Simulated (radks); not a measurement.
Values are calculated unless marked as measured or tabulated.
Species: Ho XV. Configuration: [Kr] 4d10 4f6 5s1.

Level of theory: Dirac Kohn-Sham, exchange-only PBE, spin-unpolarised, spherical densities, finite nucleus; open shells fill j = l - 1/2 first; Fermi nuclear charge, rms radius 5.2022 fm (a radial shooting solver on a logarithmic mesh with Libxc functionals).

Energy parts (eV):
total: -341807.43
kinetic: 376273.57
electron-nucleus: -828382.33
Hartree: 117313.26
exchange: -7011.93

Orbitals (lengths in bohr, moments of r in powers of bohr; r(max) is where P^2 peaks; r(90%) holds 90 % of the orbital's charge):
orbital  occ.  eigenvalue (eV)       <r^4>  <1/r>   r(max)  r(90%)
1s1/2       2        -55724.91   9.257e-07  76.04  0.01311  0.0376
2s1/2       2        -9564.602   0.0001441  18.25  0.07479   0.136
2p1/2       2        -9118.838  0.00008842  18.23  0.05624   0.120
2p3/2       4        -8261.821   0.0001195  15.88  0.06236   0.130
3s1/2       2        -2368.568    0.005487  6.676   0.2115   0.337
3p1/2       2        -2173.344    0.004938  6.592   0.1990   0.329
3p3/2       4        -1994.242    0.006176  5.995   0.2118   0.348
3d3/2       4        -1659.115    0.004370  5.878   0.1675   0.320
3d5/2       6        -1619.994    0.004681  5.731   0.1711   0.326
4s1/2       2        -698.3845      0.1258  2.832   0.4816   0.734
4p1/2       2        -620.2135      0.1386  2.731   0.4836   0.753
4p3/2       4        -578.3600      0.1703  2.532   0.5098   0.793
4d3/2       4        -448.7597      0.2135  2.340   0.5104   0.843
4d5/2       6        -440.8485      0.2268  2.292   0.5186   0.856
4f5/2       6        -281.4856      0.3740  1.955   0.4853   0.975
4f7/2       0        -280.0170      0.3834  1.939   0.4889   0.981
5s1/2       1        -289.1297       2.128  1.299    1.019    1.48

The highest occupied level is 4f5/2 at -281.49 eV. For comparison, the ionisation energy in NIST's Atomic Spectra Database is 305 eV (theoretical). In exact Kohn-Sham theory the highest level is minus the ionisation energy, but local and semilocal functionals leave it too shallow, through self-interaction and a potential that decays too fast; potentials with the right tail come closer. The density falls to 0.001 e/bohr^3 at r = 1.99 bohr. Summed over all electrons, <r^2> = 11.35 bohr^2, which gives a Langevin (diamagnetic) susceptibility term of -8.99 x 10^-6 cm^3/mol.

Beside tabulated values, note that spin-unpolarised runs miss the spin-polarisation part of the exchange energy of open shells.
